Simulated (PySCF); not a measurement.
Molecule: SMILES c1(ccc(C=O)cc1)CC. Atoms near the plane z = 1.5 Å, at the GFN2-xTB optimised geometry (x, y, z in Å): C2 (-1.5, -2.6, 0.0), C3 (-0.8, -1.3, 0.0), C4 (-1.4, -0.1, 0.0), C5 (-0.7, 1.1, 0.0), C6 (0.7, 1.1, 0.0), C7 (1.4, 2.3, 0.0), O8 (0.9, 3.4, 0.0), C9 (1.3, -0.2, 0.0), C10 (0.6, -1.3, 0.0), H14 (-2.5, -2.5, 0.5), H15 (-1.0, -3.4, 0.5), H16 (-2.5, -0.1, 0.0), H17 (-1.2, 2.0, 0.0), H18 (2.5, 2.2, 0.0), H19 (2.4, -0.2, 0.0), H20 (1.2, -2.3, 0.0).

Level of theory: B3LYP/def2-SVP (PySCF). The values are rescaled to run from 0 to 1.

```
|++++====---::..:::--====+|
|++++====--::.....:--====+|
|+++++===--:.    .:--===++|
|++++++==--:.    .:-===+++|
|+++++++==-:.   .:-===++++|
|++++++++==-:.:--==+++++++|
|+++++++++==--=+##***+++++|
|++++++++++===+#@@%#****++|
|******+++++++*%@@%##*****|
|*******+++*++*##%###*****|
|*******+++++++**#####****|
|*******++++++++**####****|
|*********++++++**#####***|
|****##***++++++***####***|
|***####****+++++**###****|
|***########*++*+***##****|
|**###%%%####******##*****|
|**###%@@%%##*****###*****|
|**###%@@%%%########******|
|***###%##%@%#######******|
|****#####%@@%######******|
|*****####%%%%#####*******|
|********#########********|
|********########*********|
|**********####***********|
```
Scale: ten equal steps from 0.000 (start of ' ') to 1.00 (end of '@'), in the order ' .:-=+*#%@'; x runs from -5.50 to 5.50, y from -5.50 (bottom) to 5.50 (top).

### Question
Which quantity is mapped?
A. electrostatic potential
B. log10 of the electron density
C. Laplacian of the electron density
D. an orbital amplitude

### Answer
A, electrostatic potential. In full: electrostatic potential (hartree/e).
